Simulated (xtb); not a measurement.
H12O6Zn (SMILES [OH2]->[Zn+2](<-[OH2])(<-[OH2])(<-[OH2])(<-[OH2])<-[OH2]), charge +2, singlet, geometry from GFN2-xTB (such geometries of metal compounds can be far from the true shape). Base run: GFN2-xTB in xtb.

The xtb input:
```
$ xtb mol.xyz --gfn 2 --chrg 2 --json

# file mol.xyz
19

Zn    -0.00000000    -0.00000000     0.00000000
O     -0.68794774     1.64064429    -0.92214038
H     -1.49271480     1.70775651    -1.44990447
H     -0.27738361     2.51364239    -0.92277461
O      1.57056726     1.04144287     0.68120766
H      1.61931982     1.52897791     1.51224423
H      2.42176999     1.15066801     0.24051186
O      1.03700290    -0.48888826    -1.64345426
H      1.60028365    -1.26373687    -1.75753068
H      1.06793819     0.00582109    -2.47109831
O     -1.03700290     0.48888826     1.64345426
H     -1.60028365     1.26373687     1.75753068
H     -1.06793819    -0.00582109     2.47109831
O     -1.57056726    -1.04144287    -0.68120766
H     -1.61931982    -1.52897791    -1.51224423
H     -2.42176999    -1.15066801    -0.24051186
O      0.68794774    -1.64064429     0.92214038
H      0.27738361    -2.51364239     0.92277461
H      1.49271480    -1.70775651     1.44990447
```

The base run was repeated with changes; each row names its change, and settings that it needs were set with it.

```
change         ΔE vs base (kJ/mol)  HOMO-LUMO gap (eV)  G_solv (kcal/mol)  SCF cycles
-------------  -------------------  ------------------  -----------------  ----------
base                          0.00                7.68                  -           8
alpb = cs2                       ?                   ?                  ?           8
gbsa = water                -840.5                7.73            -202.25           8
etemp = 10000                -9.79                7.73                  -           9
gbsa = thf                  -856.8                7.76            -208.48           8
```

Question: Some entries are withheld; supply them.

Answer: 
- alpb = cs2, ΔE vs base (kJ/mol): -470.3
- alpb = cs2, HOMO-LUMO gap (eV): 7.67
- alpb = cs2, G_solv (kcal/mol): -112.43

ALPB and GBSA are two models with their own fitted parameters for each solvent, which aren't always the measured dielectric constant.
